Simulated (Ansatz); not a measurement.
Energy landscape of H₂B, doublet: symmetric bend, bond length relaxed. Scanned: H-B-H angle. Other coordinates (B-H bond length) were minimised at PBE0/def2-TZVP.

Level of theory: full CI/aug-cc-pVDZ, frozen core (Ansatz, a program for electronic structure).

Scanned values (°): 172.18, 161.67, 152.03, 139.80, 130.66, 120.12, 108.74, 102.05, 89.53, 82.48, 71.76, 60.

Q: Locate the minima and the barriers on this grid.

A: Lower than their neighbours: 130.66° (0.0 kcal/mol). Higher than their neighbours: 172.18° (8.1 kcal/mol, end of the scan), 60° (57.4 kcal/mol, end of the scan). The whole profile spans 57.4 kcal/mol.

The scan ran from 180.0 to 60.0; beyond the range shown the relaxed coordinates jump or full CI changes its symmetry label.
